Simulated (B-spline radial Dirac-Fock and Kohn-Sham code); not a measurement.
The computed values come from a radial finite-basis atomic code: a relativistic central-field model (Hartree-Slater potential of the initial state, Latter tail, multipole expansion of the photon field, Dirac-Fock thresholds). Kinetic energies are from the vacuum level. Open shells are spread statistically over j, without multiplet splitting. Without correlation, outer binding energies are uncertain by a few eV, most for open f shells.

**Question.** A free atom or ion in its tabulated ground configuration is ionised with 924 eV photons and gives these photoelectron lines. Identify it and assign the lines.

```csv
kinetic energy (eV),relative cross section
330.9,17.3
428.5,17.3
486.8,48.9
647.4,67.0
658.0,100.0
804.8,3.7
835.9,3.2
844.2,7.8
857.5,71.7
859.2,91.6
```

**Answer.** Hf⁴⁺, [Xe] 4f14. Binding energies are hν less the kinetic energy: 4s 593.1 eV, 4p1/2 495.5 eV, 4p3/2 437.2 eV, 4d3/2 276.6 eV, 4d5/2 266.0 eV, 5s 119.2 eV, 5p1/2 88.10 eV, 5p3/2 79.83 eV, 4f5/2 66.46 eV, 4f7/2 64.81 eV.

**Question.** A free atom or ion in its tabulated ground configuration is ionised with 2000 eV photons and gives these photoelectron lines. Identify it and assign the lines.

```
kinetic energy (eV)  relative cross section
              90.61                   100.0
             1782.0                     5.6
             1834.2                     1.2
             1834.8                     2.4
```

**Answer.** Si⁴⁺, [He] 2s2 2p6. Binding energies are hν less the kinetic energy: 1s 1909.4 eV, 2s 218.0 eV, 2p1/2 165.8 eV, 2p3/2 165.2 eV.

**Question.** A free atom or ion in its tabulated ground configuration is ionised with 800 eV photons and gives these photoelectron lines. Identify it and assign the lines.

```tsv
kinetic energy (eV)	relative cross section
381.3	20.0
453.8	21.3
481.0	51.2
602.2	67.6
607.0	100.0
702.6	4.4
726.2	4.1
730.7	9.2
740.1	12.2
740.7	15.8
```

**Answer.** Sm⁴⁺, [Xe] 4f4. Binding energies are hν less the kinetic energy: 4s 418.7 eV, 4p1/2 346.2 eV, 4p3/2 319.0 eV, 4d3/2 197.8 eV, 4d5/2 193.0 eV, 5s 97.44 eV, 5p1/2 73.77 eV, 5p3/2 69.35 eV, 4f5/2 59.87 eV, 4f7/2 59.26 eV.

**Question.** A free atom or ion in its tabulated ground configuration is ionised with 1660 eV photons and gives these photoelectron lines. Identify it and assign the lines.

```tsv
kinetic energy (eV)	relative cross section
109.0	68.5
153.3	100.0
1147.6	3.0
1237.1	3.6
1283.8	8.0
1431.4	9.0
1439.9	12.9
1566.0	0.55
1593.6	0.54
1599.9	1.1
1617.7	2.8
1619.1	3.6
```

**Answer.** Tm³⁺, [Xe] 4f12. Binding energies are hν less the kinetic energy: 3d3/2 1551.0 eV, 3d5/2 1506.7 eV, 4s 512.4 eV, 4p1/2 422.9 eV, 4p3/2 376.2 eV, 4d3/2 228.6 eV, 4d5/2 220.1 eV, 5s 94.04 eV, 5p1/2 66.40 eV, 5p3/2 60.09 eV, 4f5/2 42.33 eV, 4f7/2 40.93 eV.
